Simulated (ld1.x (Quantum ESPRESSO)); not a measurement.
## Which change was made? (Ni, TM semilocal)

ld1.x (Quantum ESPRESSO) 7.5 input, shortened:

```
&input
   title='Ni', zed=28., rel=1, dft='PBESOL', iswitch=3,
   config='[Ar] 3d8 4s2 4p0'
 /
 &inputp
   pseudotype=1, tm=.true., lloc=1,
   nlcc=.false.
 /
3
3S  1  0   2.00   0.00  1.15  1.15  0.0
3D  3  2   8.00   0.00  1.10  1.10  0.0
3P  2  1   6.00   0.00  1.10  1.10  0.0
 &test
   configts(1)='3s2 3p6 3d8 4s2 4p0'
 /
```

Occupied shells without a wave of their own: 4s. They enter only through the test configuration that unscreens the potential.

Cutoffs, loose and tight: the cutoffs (Ry, on a coarse ladder) from which the occupation-weighted sum of valence levels, in a spherical-Bessel basis at the reference potential, stays within 10 and 1 mRy of its value at 400 Ry. They do not see the model core or the augmentation charge, which bear on the density cutoff. Test errors are all-electron minus pseudo excitation energies from the reference, over the configurations 3s2 3p6 3d8 4s1 4p0; 3s2 3p6 3d8 4s0 4p0; 3s2 3p6 3d7 4s0 4p0; 3s1 3p6 3d8 4s2 4p0; 3s2 3p6 3d9 4s1 4p0; 3s2 3p6 3d8 4s0 4p1; 3s2 3p6 3d8 4s0 4p2; variants that change the core or the reference have their own tests.

The base gives: outcome: generated, misses its reference levels by 0.78 eV; cutoff, loose: 180 Ry; cutoff, tight: 300 Ry; bound ghosts: none; largest test error (meV): -3885.

(1) After one change the result is: outcome: generated, misses its reference levels by 0.99 eV; cutoff, loose: 180 Ry; cutoff, tight: 300 Ry; bound ghosts: none; largest test error (meV): -1877. Which change was it?
A. all radii scaled by about 0.91 (s 1.04, p 1.00, d 1.00 bohr)
B. reference 3s2 3p6 3d8 4s1 4p0
C. type RRKJ, which also changes the form from semilocal to separable; local potential the s channel

Answers

(1) B. The others give: type RRKJ, which also changes the form from semilocal to separable; local potential the s channel → outcome: generated, misses its reference levels by 0.78 eV; cutoff, loose: 140 Ry; cutoff, tight: 230 Ry; bound ghosts: none; largest test error (meV): -3845 | all radii scaled by about 0.91 (s 1.04, p 1.00, d 1.00 bohr) → outcome: generated, misses its reference levels by 0.45 eV; cutoff, loose: 230 Ry; cutoff, tight: 300 Ry; bound ghosts: none; largest test error (meV): -2259. In the semilocal form every listed channel keeps its own potential, so the choice of the local channel does not act on these tests. It acts once the file is put into the separable form.
